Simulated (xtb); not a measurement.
C₄H₄BNO, SMILES N#CC1=CCB1O. All values are semi-empirical tight-binding results from xtb (GFN2-xTB unless named), good for trends rather than for accurate numbers. Geometry optimised at GFN2-xTB. The structure was generated by enumeration, and PubChem lists no compound with its InChIKey, so it may never have been made. Other conformers were not sampled.

Computed properties:
The point group as xtb finds it is Cs, the orbital gap comes out as 3.33 eV and the dipole moment is 6.24 D. The zero-point energy is 46.7 kcal/mol and the G − E(el) at 298.15 K (modified RRHO) comes out as 27.1 kcal/mol. The static polarisability (D4 model) is 61.9 bohr³. The solvation energy, GFN2-xTB/ALPB(water) is -12.1 kcal/mol and the solvation energy, GFN2-xTB/ALPB(octanol) is -10.2 kcal/mol.

Task: Give the IR lines (harmonic; lines under 4 % of the strongest left out, lines within 3 cm⁻¹ merged). (The exact figures need the calculation; the answer reports its results.)

Result: ν (cm⁻¹): 567 (m), 633 (m), 796 (w), 833 (m), 847 (w), 971 (m), 1025 (m), 1171 (w), 1215 (w), 1439 (vs), 1458 (w), 1616 (w), 2352 (s), 2961 (w), 2986 (w), 3077 (w), 3583 (w) (against the strongest line: vs over 80 %, s over 45 %, m over 15 %, w over 4 %, vw less)
